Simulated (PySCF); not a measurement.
**MoNF₂ + Cl₂ → MoNCl₂ + F₂**

Level: PBE0 in the def2-TZVP basis family, computed in PySCF with density fitting; scalar-relativistic core potentials for atoms from Rb on, none lighter, no spin–orbit coupling; open shells unrestricted.

| species | state and structure | E (Eh) | ZPE (kJ/mol) | H(298 K) − H(0) (kJ/mol) | S° (J/(mol K)) |
| --- | --- | --- | --- | --- | --- |
| MoNF₂ | doublet, Cs, Mo–F 1.859 Å (×2), Mo–N 1.616 Å; F–Mo–F 125.8°, F–Mo–N 108.0° (×2) | -322.55904 | 19.3 | 14.8 | 311.9 |
| Cl₂ | singlet, D∞h, Cl–Cl 1.982 Å | -920.08940 | 3.5 | 9.1 | 222.5 |
| MoNCl₂ | doublet, Cs, Mo–Cl 2.258 Å (×2), Mo–N 1.613 Å; Cl–Mo–Cl 123.3°, Cl–Mo–N 109.0° (×2) | -1043.12026 | 15.1 | 16.4 | 336.8 |
| F₂ | singlet, D∞h, F–F 1.376 Å | -199.40856 | 6.6 | 8.7 | 201.9 |

Question: What is the electronic reaction energy?

Answer: At PBE0/def2-TZVP, ΔE = 314.1 kJ/mol from the differences of the total energies times 2625.5, uphill. 

Question: Add zero-point, thermal and entropy terms for 298.15 K and 1 bar.

Answer: ΔZPE = -1.1 and Δ[H(298) − H(0)] = 1.2 kJ/mol give ΔH° = 314.2 kJ/mol. ΔS° = 4.3 J/(mol K), so ΔG° = 314.2 − 298.15 × (0.0043) = 313 kJ/mol.

Open d or f shells are single determinants, so the state found may not be the ground state. Each species is the lowest minimum found with this bonding; other isomers or fragments can lie lower.
